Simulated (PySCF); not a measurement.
SeF₄, SMILES F[Se](F)(F)F.

Coordinates come from a TPSSh-D3(BJ)/def2-SVP optimisation. The isomer is the one that the SMILES or the coordinates give; other isomers of the formula were not compared.

Method: PBE/def2-TZVP (PySCF).

Computed frontier levels, gap, dipole moment and polarisability:
| Item | Value |
|---|---|
| highest occupied level | -8.73 eV |
| lowest empty level | -3.80 eV |
| orbital gap | 4.93 eV |
| dipole moment | 1.78 D |
| quadrupole, principal values (traceless, Buckingham form, about the centre of nuclear charge) | -7.15, 2.37, 4.78 D·Å |
| mean static polarisability | 30.7 bohr³ (4.54 Å³) |
| polarisability, principal values | 24.9, 29.4, 37.8 bohr³ |
